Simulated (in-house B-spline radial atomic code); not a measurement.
Checks on a self-consistent run for the neon ion Ne⁺, [He] 2s2 2p4 6d1. Computed with a B-spline radial code for spherical atoms: Dirac-Hartree-Fock, average of configuration, Fermi nucleus of rms radius 3.0055 fm.

```
orbital       q     ε (Eh)      <1/r>       <r²>  small-component weight
  1s1/2       2  -34.63299    9.64902  0.0332716               0.0012351
  2s1/2       2   -3.36276    1.75215    0.81527              0.00015987
  2p1/2  1.3333   -2.43447    1.63902   0.815936              0.00014446
  2p3/2  2.6667   -2.42944    1.63519   0.818669              0.00014411
  6d3/2     0.4   -0.05627  0.0574107    712.873              1.5862e-06
  6d5/2     0.6   -0.05628  0.0574109    712.866              1.5862e-06
```

Electron-electron repulsion V_ee = 40.7396 hartree.

Task: What total energy follows from the eigenvalues?

Result: The eigenvalues count the repulsion twice, so E = Σqε - V_ee = -85.772 - 40.740 = -126.512 hartree; the run printed -126.512.

Task: Does the Dirac virial theorem hold?

Result: For a point nucleus E = -2c²Σq·w, with w the small-component weight. Here Σq·w = 0.0033685 and c = 137.0360, so the ratio E/(-2c²Σq·w) is 1.000000.

Task: What diamagnetic shielding (Lamb formula) and susceptibility (Langevin formula) do the radii give?

Result: σ = (α²/3)Σq<1/r> = 29.4056/(3·137.036²) = 521.96 ppm, and χ = -0.79199×10⁻⁶·Σq<r²> = -568.5×10⁻⁶ cm³/mol with Σq<r²> = 717.84 bohr². Both are non-relativistic formulas without the paramagnetism of open shells.
